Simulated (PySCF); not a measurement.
**Computed properties of Ge(H)3(NH2) (GeH5N), SMILES [NH2][GeH3]**

GeH5N, SMILES [NH2][GeH3]. Geometry optimised at PBE0-D3(BJ)/def2-TZVP. The values are those of a single conformer. All values are computed for the isolated molecule unless a solvent is named; none is compared with measurement here.

**Structure.** The optimised structure has Cs symmetry. All 15 harmonic modes at PBE0-D3(BJ)/def2-TZVP (PySCF) are real, so it is a minimum.

**Vibrations.** The strongest infrared lines (harmonic, unscaled, degenerate partners summed) lie at 2102 cm⁻¹ (167 km/mol, H 99 %), 2169 cm⁻¹ (134 km/mol, H 98 %), 642 cm⁻¹ (121 km/mol, H 51 %, N 40 %, Ge 9 %). The softest mode is at 173 cm⁻¹ and the zero-point energy is 30.6 kcal/mol.

**Electronic structure.** ωB97X/def2-TZVPD (PySCF) places the frontier levels at -9.83 and 1.79 eV, a gap of 11.62 eV, and gives a dipole moment of 1.12 D and a mean polarisability of 42.5 bohr³.

**Excitations.** TDA-ωB97X/def2-SVPD (PySCF) has S1 at 6.54 eV (189 nm, f = 0.028, weak); the most intense of the 10 singlets computed lies at 9.34 eV (f = 0.22). T1 (TDA) is at 6.23 eV, 0.31 eV under S1. No vertical singlet excitation falls in the visible range (under 3.1 eV).

**NMR.** GIAO shifts at HF/pcSseg-2 (PySCF) (non-relativistic, atoms alike by connectivity averaged): ¹H from -0.3 to 4.5 ppm against TMS.
